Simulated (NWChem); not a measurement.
Species: GaPH₄O₂; SMILES [OH][Ga]([OH])[PH2]

```xyz
8

Ga     0.0035     0.3202     0.0000
O      0.0232     1.2154    -1.5466
H      0.0493     2.1752    -1.4838
O      0.0232     1.2154     1.5466
H      0.0493     2.1752     1.4838
P      0.0800    -1.9734     0.0000
H     -0.8896    -2.0615     1.0455
H     -0.8896    -2.0615    -1.0455
```
Atoms are numbered in this order, from 1.

Computed with NWChem. Pople sets run with spherical d functions. The geometry was optimised at PBE0/def2-SVP. B3LYP is NWChem's, with the RPA form of VWN correlation.

For level B3LYP/3-21G:

- highest occupied level (eV) = -7.17
- orbital gap (eV) = 6.40
- dipole (D) = 3.03

Task: What are these values for level B3LYP/6-311G**?

Result: 
- highest occupied level (eV) = -7.59
- orbital gap (eV) = 6.55
- dipole (D) = 1.80
